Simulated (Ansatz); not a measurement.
Basis-set series for C$_{2}$H$_{8}$GeO$_{2}$, SMILES `C[O][GeH2][O]C`. Charge 0, multiplicity 1. Geometry: relaxed with PBE0-D4/def2-TZVP. It is one conformer, not always the lowest.

```xyz
13

C     0.989    1.791   -0.422
O     0.396    0.768   -1.191
Ge    0.614   -0.914   -0.676
O    -0.141   -1.147    0.910
C    -1.536   -0.977    1.024
H     0.580    1.831    0.594
H     2.078    1.672   -0.348
H     0.785    2.744   -0.914
H    -0.109   -1.735   -1.752
H     2.098   -1.224   -0.439
H    -1.845    0.050    0.798
H    -1.820   -1.203    2.055
H    -2.090   -1.655    0.361
```

| functional | basis | functions | energy (Eh) | HOMO (eV) | LUMO (eV) |
| --- | --- | --- | --- | --- | --- |
| PBE0-D4 | def2-SVP | 128 | -2307.53457 | -7.80 | 1.16 |
| PBE0-D4 | def2-QZVPP | 557 | -2308.12965 | -7.95 | 0.49 |
| ωB97M-V | def2-SVP | 128 | -2307.82816 | -10.19 | 3.03 |
| ωB97M-V | def2-QZVPP | 557 | -2308.43102 | -10.37 | 1.89 |

(1) Give the rows for def2-TZVPP. (An estimate is asked.)

## Answers

(1) Computed: 
```tsv
functional	basis	functions	energy (Eh)	HOMO (eV)	LUMO (eV)
PBE0-D4	def2-TZVPP	284	-2308.07067	-7.92	0.81
ωB97M-V	def2-TZVPP	284	-2308.37368	-10.33	2.54
```

Positive LUMOs are unbound and depend on the basis. Scalar relativity is left out up to krypton.
